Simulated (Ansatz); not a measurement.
`[CH3][GeH2][Se]C` + HCl → `[CH3][GeH2][Cl]` + `C[SeH]` at 500 K and 1 bar (ligand exchange at a Ge–Se bond).

Program: Ansatz. Geometries: PBE0-D4/def2-TZVP. ΔE: electronic, gas phase. CCSD(T)/CBS adds triple-zeta CCSD(T) − MP2 to the extrapolated MP2 energy (def2 sets, frozen cores). This one scheme is used for every species. For Ge, Se outer-core shells are correlated without core-valence functions, which leaves a few kJ/mol of doubt a bond. Scalar relativity is left out up to krypton. Each species was taken in one conformer, which may not be the lowest.

```json
{"species": "`[CH3][GeH2][Se]C`", "CCSD(T)/CBS energy (Eh)": "-4557.76484", "H − E (kJ/mol)": "288.7", "S (J/(mol·K))": "449.8"}
{"species": "HCl", "CCSD(T)/CBS energy (Eh)": "-460.38127", "H − E (kJ/mol)": "32.5", "S (J/(mol·K))": "201.9"}
{"species": "`[CH3][GeH2][Cl]`", "CCSD(T)/CBS energy (Eh)": "-2576.99593", "H − E (kJ/mol)": "176.8", "S (J/(mol·K))": "361.6"}
{"species": "`C[SeH]`", "CCSD(T)/CBS energy (Eh)": "-2441.15625", "H − E (kJ/mol)": "142.1", "S (J/(mol·K))": "299.3"}
```

H − E and S are ideal-gas, rigid-rotor, harmonic terms from PBE0-D4/def2-TZVP, for one conformer and one mirror image of each species. 1 Eh = 2625.50 kJ/mol, R = 8.31446 J/(mol·K).

By hand: ΔE, ΔH, ΔS and ΔG.

ΔE = (-2576.99593) + (-2441.15625) − (-4557.76484) − (-460.38127) = -0.00607 Eh = -15.9 kJ/mol. Δ(H − E) = 176.8 + 142.1 − 288.7 − 32.5 = -2.3, so ΔH = -18.2 kJ/mol. ΔS = 361.6 + 299.3 − 449.8 − 201.9 = 9.2 J/(mol·K). ΔG = -18.2 − 500 × (9.2)/1000 = -22.8 kJ/mol.

By hand: the equilibrium constant, and the temperature at which ΔG would vanish if ΔH and ΔS stayed fixed.

log₁₀ K = −ΔG/(RT ln 10) = 2.4. ΔH and −TΔS have one sign here, so there is no such temperature.

The number of gas molecules stays the same, so ΔS is small and ΔH decides. A doubt of 5 kJ/mol in ΔE shifts log₁₀ K by 0.5 here. Other conformers and mirror images would add mixing entropy, several J/(mol·K) or more a flexible species. Modes under 60 cm⁻¹, often nearly free rotors, make the harmonic entropy too high. These are equilibria of isolated gas molecules and say nothing of rates. Largest T1 diagnostic: 0.010 (customary marks: 0.02 for closed shells, 0.045 for open ones).

ΔS is within the doubt of such terms, so its sign, and with it that verdict, could turn.
